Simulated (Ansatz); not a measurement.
C$_{3}$H$_{9}$F$_{3}$NNbO (`C[O][Nb]([F])([F])([F])[N](C)C`) from Hartree–Fock to CCSD(T)

Cartesian coordinates in Å:
```
C -1.3857 -2.6832 -0.3946
O -1.1726 -1.3061 -0.3604
Nb -1.0316 0.2345 0.6794
F -0.7561 -0.9736 2.1169
F -1.2959 1.5025 2.0509
F -2.4806 1.0412 -0.2100
N 0.6372 0.9269 -0.0044
C 1.5125 0.2471 -0.9395
C 1.1544 2.2285 0.3871
H -2.3996 -2.8974 -0.7436
H -0.6735 -3.1458 -1.0838
H -1.2441 -3.1046 0.6058
H 2.4929 0.0677 -0.4826
H 1.0887 -0.7077 -1.2439
H 1.6623 0.8631 -1.8340
H 1.2566 2.8736 -0.4932
H 2.1426 2.1182 0.8484
H 0.4925 2.7150 1.1014
```

Charge 0, multiplicity 1. Correlated methods include outer-core shells of Nb, which these sets cover unevenly. Nb takes the def2 core potential. The structure was optimised at the PBE0-D4/def2-TZVP level. It is one conformer, not always the lowest. Frozen core, restricted reference, the Gaussian-basis code of Ansatz.

```tsv
basis	HF (Eh)	MP2 corr.	CCSD corr.	(T)	CCSD(T) total
def2-SVP	?	?	?	-0.05693	?
def2-TZVPP	-603.31483	-2.20447	-2.21453	-0.09491	-605.62427
def2-QZVPP	-603.34513	?	–	–	–
```

Question: Fill in the withheld values. (Estimate.)

Answer: The calculation gave: def2-SVP HF (Eh): -602.63090; def2-SVP MP2 corr.: -1.68734; def2-SVP CCSD corr.: -1.71889; def2-SVP CCSD(T) total: -604.40672; def2-QZVPP MP2 corr.: -2.39006.
